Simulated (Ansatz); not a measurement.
`CC(C)[O][Sn][SH]` and `CC(C)[O][Ge][OH]` differ in one atom or group.

Ansatz, PBE0-D4/def2-TZVP geometries, multiplicity 1. Each molecule was computed in one conformer, which needn't be the lowest.

Elements past krypton have def2 core potentials. Scalar relativity is left out up to krypton.

| property | `CC(C)[O][Sn][SH]` |
| --- | --- |
| LUMO energy (ωB97M-V/def2-TZVPP) / eV | -0.48 |
| HOMO energy (ωB97M-V/def2-TZVPP) / eV | -9.13 |
| size of the dipole moment (B3LYP/def2-TZVPP) / D | 1.18 |
| size of the dipole moment (PBE/def2-TZVPP) / D | 0.98 |
| HOMO energy (PBE0/def2-TZVPP) / eV | -7.12 |
| HOMO–LUMO gap (PBE0/def2-TZVPP) / eV | 4.95 |

What does the change do to each property? (Estimate.)

Computed: 
```
                                        property  `CC(C)[O][Ge][OH]`  shift
           LUMO energy (ωB97M-V/def2-TZVPP) / eV                0.47   0.95
           HOMO energy (ωB97M-V/def2-TZVPP) / eV               -9.44  -0.31
size of the dipole moment (B3LYP/def2-TZVPP) / D                2.36   1.18
  size of the dipole moment (PBE/def2-TZVPP) / D                2.29   1.31
              HOMO energy (PBE0/def2-TZVPP) / eV               -7.21  -0.09
            HOMO–LUMO gap (PBE0/def2-TZVPP) / eV                5.74   0.79
```

With PBE0 the HOMO falls by 0.09 eV and the LUMO rises by 0.70 eV, so the gap widens by about 0.79 eV. PBE moves the HOMO by 0.13 eV and ωB97M-V by -0.31 eV. Dipoles are sizes alone; their direction can turn.

B3LYP here is the variant with VWN-RPA as its local correlation; programs differ in this.
